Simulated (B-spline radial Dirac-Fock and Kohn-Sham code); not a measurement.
EELS cross sections of the Tm N1 (4s) edge

System: atomic thulium, configuration 1s2 2s2 2p6 3s2 3p6 3d10 4s2 4p6 4d10 4f13 5s2 5p6 6s2. These are calculated numbers from a radial atomic solver; the model is the first Born approximation with generalised oscillator strengths from a Dirac-Hartree-Slater potential (longitudinal and transverse terms; continuum final states only, so no white lines or fine structure). The edge is taken at 470.9 eV (tabulated value).

Partial cross sections σ(β, Δ) in barn, integrated over a window Δ above the edge and up to the collection semi-angle β, for parallel illumination:

| E₀ (kV) | β (mrad) | Δ = 25 eV | Δ = 50 eV | Δ = 100 eV | Δ = 200 eV | Δ = 300 eV |
| --- | --- | --- | --- | --- | --- | --- |
| 60 | 5 | 43.8 | 81.6 | 143 | 224 | 272 |
| 60 | 100 | 345 | 665 | 1200 | 2020 | 2680 |
| 80 | 50 | 213 | 405 | 735 | 1260 | 1650 |
| 80 | 100 | 296 | 574 | 1040 | 1760 | 2350 |
| 100 | 5 | 51.9 | 97.6 | 173 | 277 | 342 |
| 100 | 10 | 91.8 | 174 | 314 | 517 | 651 |
| 100 | 100 | 261 | 507 | 922 | 1570 | 2100 |
| 120 | 5 | 53.8 | 101 | 181 | 291 | 361 |
| 120 | 50 | 186 | 355 | 641 | 1090 | 1440 |
| 120 | 100 | 234 | 457 | 833 | 1420 | 1900 |
| 200 | 20 | 109 | 208 | 382 | 652 | 848 |
| 200 | 50 | 162 | 312 | 563 | 956 | 1270 |
| 300 | 20 | 102 | 194 | 354 | 608 | 796 |
| 300 | 50 | ? | ? | ? | ? | ? |

Question: Give the row for 300 kV and 50 mrad.

Answer: 145 b for 25 eV, 281 b for 50 eV, 511 b for 100 eV, 871 b for 200 eV, 1160 b for 300 eV.
